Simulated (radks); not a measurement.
Q: These are the eigenvalues of the occupied orbitals of an atom or ion with whole-number occupations (Ry). Method: Dirac Kohn-Sham, B86b exchange with PBE correlation, spin-unpolarised, spherical densities, finite nucleus; Fermi nuclear charge, rms radius of each element as measured or else 0.836 A^(1/3) + 0.57 fm; computed with a radial shooting solver on a logarithmic mesh with Libxc functionals.

| orbital | eigenvalue |
|---|---|
| 1s1/2 | -10.89818 |
| 2s1/2 | -1.08807 |
| 3d3/2 | -0.05222 |

Which element is it, and in what charge state? The configuration may be excited. Open shells, if any, fill j = l - 1/2 first.

A: Z = 4, beryllium, charge 0: Be in 1s1 2s2 3d1. The list shows which subshells hold electrons but not how many an open one holds; the 1s level, -5.4491 hartree, gives Z - s = 3.3 by -(Z - s)^2/2, which with screening and relativity narrows Z to a few neighbours, and the depths of the outer levels then fix element, charge and occupations together.
